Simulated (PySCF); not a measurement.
Method: PySCF with PBE0-D3(BJ)/def2-TZVP. Isolated molecules, 0 K electronic values unless said otherwise. One relaxed conformer stands for a flexible species; it need not be the lowest. 

Reference species (SMILES): `[SiH2]=C[SiH]=[SiH2]` (Si–C–Si–Si torsion 48°) (neutral, multiplicity 1).

The LUMO is -2.32 eV. The HOMO–LUMO gap comes out as 3.16 eV.

Changed species: `C[Si]1=[SiH][SiH2]1`.

Question: Predict the effect on the LUMO and HOMO–LUMO gap.

Answer: the LUMO increases by 0.98 eV, to -1.34 eV; the HOMO–LUMO gap rises by 1.36 eV, to 4.52 eV.
